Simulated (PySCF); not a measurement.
CH3BrSTe, SMILES CS[Te]Br.

Coordinates come from a B3LYP-D3(BJ)/def2-SVP optimisation. This is a generated structure with no PubChem entry under its InChIKey; it may be hypothetical. The def2 effective core potentials stand for the cores of Te; spin–orbit coupling is left out. The values are those of a single conformer.

Computed with PySCF 2.14.0 with TDA-PBE/def2-SVPD.

Vertical excitations. The molecule is in vacuum.

| state | energy (eV) | λ (nm) | f | main pairs |
|---|---|---|---|---|
| S1 | 2.24 | 554 | 0.001 | HOMO→LUMO 99 % |
| S2 | 3.00 | 413 | 0.000 | HOMO→LUMO+1 98 % |
| S3 | 3.45 | 359 | 0.047 | HOMO−1→LUMO 86 % |
| S4 | 3.74 | 332 | 0.005 | HOMO−2→LUMO 99 % |
| S5 | 3.94 | 315 | 0.004 | HOMO−1→LUMO+1 98 % |
| S6 | 4.11 | 302 | 0.002 | HOMO−3→LUMO 98 % |
| S7 | 4.69 | 264 | 0.039 | HOMO−2→LUMO+1 69 % |
| S8 | 4.76 | 260 | 0.002 | HOMO−3→LUMO+1 98 % |
| S9 | 4.97 | 249 | 0.002 | HOMO−4→LUMO 80 %, HOMO→LUMO+2 14 % |
| S10 | 5.11 | 243 | 0.064 | HOMO→LUMO+2 69 %, HOMO−4→LUMO+1 12 % |
| T1 | 1.62 | 765 | 0 | HOMO→LUMO 100 % |
| T2 | 2.47 | 503 | 0 | HOMO→LUMO+1 100 % |
| T3 | 2.66 | 467 | 0 | HOMO−1→LUMO 100 % |
| T4 | 3.25 | 382 | 0 | HOMO−2→LUMO 96 % |
Triplets are in the Tamm–Dancoff approximation.
